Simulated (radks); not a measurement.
Q: Ag, 47 electrons, occupied as [Kr] 4d10 5s1 (the NIST ground configuration). All-electron calculation, scalar-relativistic Kohn-Sham, BLYP, spin-polarised, spherical densities, finite nucleus; open shells are filled with parallel spins first (spin-orbit coupling, left out, can overturn this in heavy ions); Fermi nuclear charge, rms radius 4.5454 fm. Program: a radial shooting solver on a logarithmic mesh with Libxc functionals. Some entries of the table are withheld. Estimate them.

| orbital | occ. | eigenvalue (hartree) | <r> (bohr) |
|---|---|---|---|
| 1s up | 1 | -930.9861 | 0.03111 |
| 1s down | 1 | -930.9854 | 0.03111 |
| 2s up | 1 | -137.0741 | 0.1349 |
| 2s down | 1 | -137.0741 | 0.1349 |
| 2p up | 3 | -122.9678 | 0.1177 |
| 2p down | 3 | -122.9677 | 0.1177 |
| 3s up | 1 | -25.11671 | 0.3687 |
| 3s down | 1 | -25.11622 | 0.3687 |
| 3p up | 3 | -20.48399 | 0.3677 |
| 3p down | 3 | -20.48350 | 0.3677 |
| 3d up | 5 | -13.17318 | 0.3458 |
| 3d down | 5 | -13.17285 | 0.3458 |
| 4s up | 1 | -3.48795 | 0.9114 |
| 4s down | 1 | -3.48767 | 0.9112 |
| 4p up | 3 | -2.14675 | 1.001 |
| 4p down | 3 | -2.14603 | 0.9999 |
| 4d up | 5 | -0.27095 | 1.430 |
| 4d down | 5 | -0.26496 | 1.415 |
| 5s up | 1 | -0.17187 | (1) |
| 5s down | 0 | -0.15270 | (2) |

A: 
(1) 5s up <r> (bohr): 3.134
(2) 5s down <r> (bohr): 3.189
